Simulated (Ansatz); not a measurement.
## Energy profile

The step: GaHCl₂ ([Cl][GaH][Cl]) + HCl → GaCl₃ ([Cl][Ga]([Cl])[Cl]) + H₂; bonds formed: H2–H5; dative contacts that become bonds: Ga1–Cl6; bonds broken: Ga1–H2, H5–Cl6 (atoms numbered as in the saddle structure below).

Ga1  (-0.318, 0.334, -0.265)
H2  (1.346, 0.071, -0.366)
Cl3  (-1.420, -0.471, -1.887)
Cl4  (-0.850, 2.138, 0.712)
H5  (1.112, -0.682, 0.440)
Cl6  (0.130, -1.390, 1.366)
(Å)

Electronic energies by CCSD(T) at an estimated basis limit (MP2 extrapolated from triple and quadruple zeta, plus CCSD(T) − MP2 in triple zeta), on PBE0-D4/def2-TZVP structures; GaH₂Cl₃, singlet; no counterpoise correction. Program: Ansatz 0.2.0. Basis: def2-TZVPP and def2-QZVPP. Cores are frozen in the correlated methods. Filled d shells of the heavier atoms are correlated. The def2 sets are not built for correlating such inner shells, so the correlated values are less sure here. Extrapolation: Hartree–Fock as exp(−7.88 √X), correlation as X^−2.97.

Question: Give the profile in kcal/mol, counted from the separated reactants. (To be estimated.)

Answer: The calculation gives:
```csv
point,kcal/mol
"separated: GaHCl₂ (linked as [Cl][GaH][Cl]; Ga1, H2, Cl3, Cl4; singlet) + HCl (H5, Cl6; singlet)",0.00
start structure,-6.57
saddle,12.67
end structure,-21.50
"separated: GaCl₃ (linked as [Cl][Ga]([Cl])[Cl]; Ga1, Cl3, Cl4, Cl6; singlet) + H₂ (H2, H5; singlet)",-19.95
```

No T1 diagnostic of these runs exceeds 0.012.

For scale, one of the runs: CCSD(T)/def2-TZVPP, 202 basis functions, launched by `ansatz run in.yaml --threads 4 --pin off --events-out ev --progress --plain --max-ram 9574MiB`. The run took 50 s on 4 CPU threads of an Arm Neoverse V2 (shared host), with 2.3 GiB of host memory at its peak.
